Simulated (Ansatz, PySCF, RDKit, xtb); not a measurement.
Pair of molecules: HCl (SMILES Cl) (first 2 atoms) with C2H6O (SMILES CCO); geometry from B3LYP-D3(BJ)/def2-TZVP, rigid monomers moved along the line of their centres of mass till H2···O5 is 3.12 Å.
(charge 0, multiplicity 1):
```tsv
atom	x (Å)	y (Å)	z (Å)
Cl	0.7975	0.1376	-0.3427
H	0.1375	-0.2383	0.7303
C	0.4806	0.9176	4.9224
C	0.1630	-0.5463	4.6887
O	-0.8232	-0.7401	3.6600
H	1.2543	1.0188	5.6862
H	-0.4021	1.4605	5.2714
H	0.8365	1.3872	4.0050
H	1.0427	-1.0839	4.3359
H	-0.1784	-1.0291	5.6093
H	-1.6132	-0.2326	3.8804
```

Counterpoise-corrected where a basis set is named; no monomer relaxation. Rows marked so take none. RDKit's UFF carries no charges.

Rows in 3-21G carry no dispersion term and start afresh at each structure.

Run with Ansatz (Gaussian orbitals); PySCF for 3-21G rows, the dispersion terms; RDKit for the force fields; xtb for the GFN methods. Each number belongs to the level named beside it.

Q: One of these levels gives -1.86 kcal/mol for the interaction energy. Which?
A. UFF
B. GFN-FF
C. PBE-D3(BJ)/def2-TZVPPD
D. HF/3-21G (no counterpoise)

A: B, GFN-FF. The others give -0.43 (UFF), -3.03 (HF/3-21G (no counterpoise)), -2.43 (PBE-D3(BJ)/def2-TZVPPD)

Ansatz is a first-principles code.
